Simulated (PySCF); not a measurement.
**Te⁴⁵⁺: ionisation energy**

Te⁴⁵⁺ [He] 2s2 2p3 (4S) → Te⁴⁶⁺ [He] 2s2 2p2 (3P), as a difference of total energies. Computed with PySCF 2.14 in an even-tempered Gaussian basis (19 s from 22 bohr⁻², ratio 2.2; 12 p from 28 bohr⁻², ratio 2.2; 5 d from 110 bohr⁻², ratio 2.4; 5 f from 160 bohr⁻², ratio 2.4; 4 g from 240 bohr⁻², ratio 2.4), with scalar relativity by spin-free X2C-1e. Correlated levels: nothing frozen; virtual orbitals above 40 to 60 times the deepest correlated orbital energy dropped. The calculations carry no spin-orbit coupling.

```tsv
method	ionisation energy (eV)
UHF	7844.9
MP2 (all electrons)	7844.8
SCS-MP2 (all electrons)	7844.2
CCSD (all electrons)	7844.2
CCSD(T) (all electrons)	7844.2
```

Spin-orbit coupling is strong in these open shells (close to jj coupling). The scalar numbers leave it out and a first-order estimate fails, so it can dominate the gap to the real levels.

For this ion Breit and QED terms and the two-electron picture change, all absent here, outweigh the differences among the correlated methods.

For comparison: 7714 ± 4 eV (theoretical estimate listed by NIST; NIST Atomic Spectra Database, ionization energies).
